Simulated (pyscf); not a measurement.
## `[Cl][Si]([Cl])[Cl]`, doublet

Gas-phase minimum from PySCF at ωB97X-D3(BJ)/def2-SVP, one conformer. 

SMILES: Cl[Si](Cl)Cl
```xyz
4

Cl     1.9640    -0.7059    -0.6832
Si     0.1395    -0.0508    -1.3603
Cl    -0.1699     1.8649    -0.6889
Cl    -1.3282    -1.2677    -0.5977
```
Charge 0, spin multiplicity 2.

Bonds (Å): Cl1–Si2 2.053, Si2–Cl3 2.053, Si2–Cl4 2.053. Bond angles (°): Cl1–Si2–Cl3 108.9, Cl1–Si2–Cl4 108.9, Cl3–Si2–Cl4 108.9.

Properties at ωB97X-D3(BJ)/def2-SVP:

| Quantity | Result |
|---|---|
| Harmonic wavenumbers, unscaled | 165, 165, 240, 494, 613, 613 cm⁻¹ |
| Zero-point energy | 3.3 kcal/mol |
| Rotational symmetry number | 3 |
| Entropy of this conformer at 298 K and 1 atm, rigid rotor and harmonic oscillator, modes under 100 cm⁻¹ raised to 100 | 319.1 J/(mol K) |
| Dipole moment | 0.84 D |
| Spin expectation value S2 | 0.752 |

Single-point totals, which compare only within one level (frozen core for MP2 and CC):

```json
[
 {"level": "ωB97X-D3(BJ)/def2-TZVP", "total energy (hartree)": "-1670.28954"},
 {"level": "PBE/def2-TZVP", "total energy (hartree)": "-1669.54682"},
 {"level": "r²SCAN/def2-TZVP", "total energy (hartree)": "-1670.14359"},
 {"level": "B3LYP-D3(BJ)/def2-TZVP", "total energy (hartree)": "-1670.32401"},
 {"level": "PBE0-D3(BJ)/def2-TZVP", "total energy (hartree)": "-1669.68766"},
 {"level": "M06-2X/def2-TZVP", "total energy (hartree)": "-1670.19211"},
 {"level": "ωB97M-D3(BJ)/def2-TZVP", "total energy (hartree)": "-1670.44522"},
 {"level": "UHF/def2-TZVPP", "total energy (hartree)": "-1667.60252"},
 {"level": "MP2/def2-TZVPP", "total energy (hartree)": "-1668.25751"},
 {"level": "CCSD/def2-TZVPP", "total energy (hartree)": "-1668.30658"},
 {"level": "CCSD(T)/def2-TZVPP", "total energy (hartree)": "-1668.33862"}
]
```

The CCSD(T) − MP2 part came from Ansatz, without density fitting, on the same reference.
